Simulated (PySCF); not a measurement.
NiO3, SMILES [O]=[Ni]1[O][O]1, multiplicity 1.

Geometry optimised at B3LYP-D3(BJ)/def2-SVP. The multiplicity is an assumed one; other spin states were not compared.

Computed with HF/def2-TZVPD (PySCF).

Gas-phase values at a fixed geometry.

```yaml
total_energy: -1731.08877 hartree
point_group: Cs
highest_occupied_level: -12.03 eV
lowest_empty_level: -1.35 eV
orbital_gap: 10.68 eV
dipole_moment: 1.82 D
quadrupole, principal values (traceless, Buckingham form, about the centre of nuclear charge): -8.73, 2.99, 5.74 D·Å
mean_static_polarisability: 97.2 bohr³ (14.40 Å³)
polarisability_principal_values: 20.4, 26.6, 244.5 bohr³
```
